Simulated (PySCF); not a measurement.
## Atomic charges by several schemes

Compound: C6H7O3S (charge -1).
Numbering: `[CH2:1]=[CH:2]/[CH:3]=[C:4](/[CH:5]=[CH2:6])[S:7](=[O:8])(=[O:9])[O-:10]` (hydrogens: H11, H12 on C1; H13 on C2; H14 on C3; H15 on C5; H16, H17 on C6)

Geometry (GFN2-xTB, Å), atoms numbered from 1 in this order:
```
atom  x, y, z in Å
C1     3.2707   -0.0297   -0.1753
C2     1.9823    0.1787   -0.4451
C3     0.9144   -0.4432    0.2878
C4    -0.3952   -0.2174    0.1046
C5    -1.3899   -0.8598    0.9247
C6    -2.6260   -0.3983    1.0802
S7    -1.1151    0.9390   -1.1262
O8    -0.0722    1.2968   -2.0846
O9    -2.2036    0.1785   -1.7318
O10   -1.5546    2.0652   -0.3028
H11    3.5884   -0.6885    0.6217
H12    4.0575    0.4502   -0.7337
H13    1.6631    0.8382   -1.2397
H14    1.2233   -1.1313    1.0800
H15   -1.0740   -1.7644    1.4457
H16   -3.3481   -0.9051    1.7037
H17   -2.9278    0.5032    0.5808
```

Density: PBE0/pcSseg-1 (PySCF); schemes: Mulliken, IAO, Hirshfeld and ESP-fitted. The structure is a single GFN2-xTB conformer in the gas phase; no vibrational or solvent corrections. The pcSseg-1 basis has no diffuse functions, a weakness for an anion.

Problem. At which atom do the 4 schemes differ most?

Solution. At S7: from +0.454 (Hirshfeld) to +2.196 e (IAO), 1.742 e apart.

Problem. Which atoms carry the lowest charge in the Mulliken, IAO, Hirshfeld and ESP-fitted schemes?

Solution. The schemes don't all agree: Mulliken O8 (-0.633); IAO O10 (-0.959); Hirshfeld O9 (-0.399); ESP-fitted O8 (-0.663).

Problem. Tabulate the Mulliken, IAO, Hirshfeld and ESP-fitted charges.

Solution. In e:

```tsv
atom	environment	Mulliken	IAO	Hirshfeld	ESP-fitted
C1	terminal =CH2 carbon	-0.186	-0.359	-0.139	-0.558
C2	alkene CH carbon	-0.137	-0.126	-0.054	-0.032
C3	alkene CH carbon	-0.107	-0.160	-0.067	-0.128
C4	fully substituted alkene carbon	-0.390	-0.223	-0.028	-0.140
C5	alkene CH carbon	-0.148	-0.146	-0.070	-0.108
C6	terminal =CH2 carbon	-0.112	-0.297	-0.109	-0.372
S7	sulfonyl sulfur	+1.303	+2.196	+0.454	+1.186
O8	oxygen bonded to S	-0.633	-0.951	-0.374	-0.663
O9	oxygen bonded to S	-0.621	-0.956	-0.399	-0.631
O10	oxygen bonded to S	-0.631	-0.959	-0.398	-0.643
H11	vinylic hydrogen	+0.075	+0.119	+0.020	+0.174
H12	vinylic hydrogen	+0.088	+0.134	+0.026	+0.174
H13	vinylic hydrogen	+0.148	+0.186	+0.027	+0.191
H14	vinylic hydrogen	+0.058	+0.115	+0.028	+0.116
H15	vinylic hydrogen	+0.062	+0.121	+0.029	+0.105
H16	vinylic hydrogen	+0.076	+0.127	+0.030	+0.137
H17	vinylic hydrogen	+0.157	+0.178	+0.025	+0.192
```

Mean size of the charges over all atoms: IAO 0.432 e, ESP-fitted 0.326 e, Mulliken 0.290 e, Hirshfeld 0.134 e. Each set sums to the total charge, -1, to within 0.001 e. The IAO scheme projects the occupied orbitals on a minimal set of polarised atomic orbitals and counts the electrons in each atom's part of it.

Problem. How closely do the schemes follow one another over all atoms?

Solution. Correlation coefficient and root-mean-square difference: Mulliken with IAO 0.99, 0.269 e; IAO with ESP-fitted 0.97, 0.285 e; IAO with Hirshfeld 0.96, 0.499 e; Hirshfeld with ESP-fitted 0.96, 0.257 e; Mulliken with ESP-fitted 0.95, 0.139 e; Mulliken with Hirshfeld 0.95, 0.252 e.

Problem. How many electrons does the ESP-fitted scheme count on C2?

Solution. Z − q = 6 − (-0.032) = 6.032.

Problem. Sum the charges by element, for elements with more than one atom.

Solution. 
```csv
element,atoms,Mulliken,IAO,Hirshfeld,ESP-fitted
C,6,-1.081,-1.311,-0.467,-1.338
O,3,-1.886,-2.865,-1.171,-1.937
H,7,+0.664,+0.980,+0.184,+1.089
```
